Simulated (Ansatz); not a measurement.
SnPt2. Charge 0, multiplicity 3. Geometry r2SCAN-D4/def2-TZVP, that of the charge +1 doublet; atoms count from 1.

```
atom   x (Å)   y (Å)   z (Å)
 Pt1  -0.216   0.518  -1.300
 Pt2  -1.174  -0.305   0.731
 Sn3   1.389  -0.213   0.569
```

In the def2 sets Pt, Sn take a core potential; there is no spin–orbit coupling. At PBE0-D4/def2-TZVP a singlet of charge 0 lies 0.45 eV below the triplet at the same geometry. The structure comes from a short search, and lower isomers may exist.

**Question.** Estimate the Mulliken populations from the PBE0/def2-TZVP orbitals of Ansatz.

**Answer.** 
```csv
atom,charge (e),spin (α − β),d electrons
Pt1,-0.07,0.94,8.85
Pt2,-0.07,0.94,8.85
Sn3,0.14,0.13,–
```
Mulliken values depend strongly on the basis.

**Question.** Where does the spin sit?

**Answer.** Summed by element: Pt 1.87, Sn 0.13, of 2 unpaired in all. Largest on single atoms: Pt1 0.94, Pt2 0.94, Sn3 0.13.

**Question.** And the Mayer bond orders between heavy atoms (over 0.3)?

**Answer.** Pt1–Pt2 1.12 (2.39 Å); Pt1–Sn3 1.21 (2.57 Å); Pt2–Sn3 1.21 (2.57 Å).
